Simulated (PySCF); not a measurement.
PySCF input (B3PW91/6-31G* (5d)):

```python
from pyscf import gto, dft

mol = gto.M(
    atom='''
    N    -1.08571000    2.09126400    0.52831800
    Si   -0.79973800    0.36362500    0.86162100
    N     0.46956600   -0.37993500    0.14298000
    Si    1.12208500   -1.24153200   -1.08865000
    H    -1.27682200    2.25898300   -0.45447400
    H    -0.27614400    2.65789200    0.76084400
    H    -0.69762300    0.37843300    2.36305900
    H    -2.16103300   -0.21364000    0.55573100
    H     1.84751500   -0.43874000   -2.14913500
    H     2.17920200   -2.23853900   -0.67339800
    H     0.18505000   -2.09300100   -1.92330500
    ''',
    basis='6-31g*',
    charge=-1,
    spin=0,
    verbose=4,
)

mf = dft.RKS(mol, xc='b3pw91')
mf.grids.level = 3
mf.conv_tol = 1e-9
mf.max_cycle = 100
mf.max_memory = 1500
mf.kernel()
if not mf.converged:
    mf = mf.newton()
    mf.kernel(mf.make_rdm1())
mf.dip_moment()
```

From the output:

```
tot grids = 134824
init E= -692.59655306571
  HOMO = -0.304432000648559  LUMO = -0.0167714375917218  gap/eV = 7.82764
cycle= 1 E= -692.460473696411  delta_E= 0.136  |g|= 0.828  |ddm|= 2.94
  HOMO = 0.13804820415952  LUMO = 0.264672449167032  gap/eV = 3.44562
cycle= 2 E= -691.936240000213  delta_E= 0.524  |g|=  1.6  |ddm|= 3.08
  HOMO = -0.040198749486509  LUMO = 0.217373599523636  gap/eV = 7.00890
cycle= 3 E= -692.616409335981  delta_E= -0.68  |g|= 0.221  |ddm|= 2.44
  HOMO = -0.0289776136783605  LUMO = 0.21530477675936  gap/eV = 6.64726
cycle= 4 E= -692.625995865015  delta_E= -0.00959  |g|= 0.0995  |ddm|= 0.28
  HOMO = -0.030979318896581  LUMO = 0.218371324270566  gap/eV = 6.78518
cycle= 5 E= -692.628161457415  delta_E= -0.00217  |g|= 0.0101  |ddm|= 0.0888
  HOMO = -0.030782483234977  LUMO = 0.218416876829969  gap/eV = 6.78106
cycle= 6 E= -692.628191458774  delta_E= -3e-05  |g|= 0.00191  |ddm|= 0.0147
  HOMO = -0.0308952809551289  LUMO = 0.218386406632436  gap/eV = 6.78330
cycle= 7 E= -692.628192552586  delta_E= -1.09e-06  |g|= 0.000464  |ddm|= 0.00307
  HOMO = -0.0308860625432523  LUMO = 0.218407643658348  gap/eV = 6.78363
cycle= 8 E= -692.628192618767  delta_E= -6.62e-08  |g|= 9.76e-05  |ddm|= 0.000757
  HOMO = -0.0308719536241407  LUMO = 0.218415030047009  gap/eV = 6.78344
cycle= 9 E= -692.628192622131  delta_E= -3.36e-09  |g|= 1.76e-05  |ddm|= 0.000177
  HOMO = -0.0308734570660652  LUMO = 0.218413575019091  gap/eV = 6.78345
cycle= 10 E= -692.628192622225  delta_E= -9.44e-11  |g|= 3.1e-06  |ddm|= 2.55e-05
  HOMO = -0.030872324991462  LUMO = 0.218414164334327  gap/eV = 6.78343
Extra cycle  E= -692.628192622218  delta_E= 6.82e-12  |g|= 4.18e-06  |ddm|= 8.58e-06
converged SCF energy = -692.628192622218

WARN: System has nonzero charge -1; the dipole moment is origin-dependent.
Location of origin: [0. 0. 0.]

Dipole moment(X, Y, Z, Debye): -0.24641,  2.09966, -0.77831
```

The dipole moment of an ion depends on the origin.

The geometry given is a B3LYP-D3(BJ)/def2-TZVP minimum.
